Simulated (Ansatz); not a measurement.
Reaction (cleavage of the B–P bond): `NBPS` + HCl → `NBCl` + `PS`

Computed with Ansatz on PBE0-D4/def2-TZVP structures; ΔE is electronic, products minus reactants. CCSD(T)/CBS adds triple-zeta CCSD(T) − MP2 to the extrapolated MP2 energy (def2 sets, frozen cores). This one scheme is used for every species. Functionals use def2-TZVPP. B3LYP here is the variant with VWN-RPA as its local correlation; programs differ in this. HSE06 is defined as in plane-wave codes. One conformer a species, not always the lowest.

| level | ΔE (kcal/mol) |
| --- | --- |
| B3LYP-D4 | -20.6 |
| HSE06-D4 | -19.9 |
| CAM-B3LYP-D4 | -21.3 |
| ωB97M-V | -21.3 |
| CAM-B3LYP | -22.2 |
| HF/def2-TZVPP | -24.5 |
| SCS-MP2/def2-QZVPP | -21.1 |
| MP2/CBS(def2) | -20.7 |

Q: What does CCSD(T)/CBS give? (Best estimate.)

A: Ansatz gave: -20.0 kcal/mol. The listed levels differ from it by -0.6, 0.1, -1.3, -1.3, -2.2, -4.5, -1.1, -0.7 kcal/mol.

Q: What do rigid-rotor, harmonic-oscillator terms from PBE0-D4/def2-TZVP frequencies (298.15 K, 1 bar) make of the CCSD(T)/CBS value? (Estimate.)

A: Ansatz gave: ΔZPE = +1.0 kcal/mol, ΔH = -19.8 kcal/mol, ΔS = 2 J/(mol·K), ΔG = -19.9 kcal/mol. Modes under 50 cm⁻¹ make the entropy rough.

Largest T1 diagnostic among the species: 0.014.

Leaving LDA and LC-ωPBE aside and taking each functional with its dispersion term where it has one, the values, not all of them listed here, spread over 3.0 kcal/mol, from B2PLYP to revPBE-D4. At CCSD(T), def2-SVP lies −1.6 kcal/mol from the extrapolated value and def2-TZVPP −0.1 kcal/mol. The D4 term adds +1.5 kcal/mol with B3LYP and +0.9 kcal/mol with PBE0; it sums over pairs of atoms, weighted by their polarisabilities, and B3LYP, whose exchange is more repulsive, gets the larger term.
